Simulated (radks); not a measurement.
Values are calculated unless marked as measured or tabulated.
Q: Species: Lu LXVII. Configuration: [He] 2s2 2p1 (the NIST ground configuration). Level of theory: scalar-relativistic Kohn-Sham, BLYP, spin-polarised, spherical densities, finite nucleus; open shells are filled with parallel spins first (spin-orbit coupling, left out, can overturn this in heavy ions); Fermi nuclear charge, rms radius 5.37 fm (a radial shooting solver on a logarithmic mesh with Libxc functionals). Some entries of the table are withheld. Estimate them.

orbital,occ.,eigenvalue (eV),r(max) (bohr)
1s up,1,-70753.85,0.01212
1s down,1,-70732.87,0.01212
2s up,1,-17239.78,(1)
2s down,1,-17200.50,(2)
2p up,1,-16109.20,0.05461
2p down,0,-16063.31,0.05466
3s up,0,-7393.896,0.1766
3s down,0,-7381.233,0.1769
3p up,0,-7055.025,0.1698
3p down,0,-7041.258,0.1701

A: 
(1) 2s up r(max) (bohr): 0.06757
(2) 2s down r(max) (bohr): 0.06761
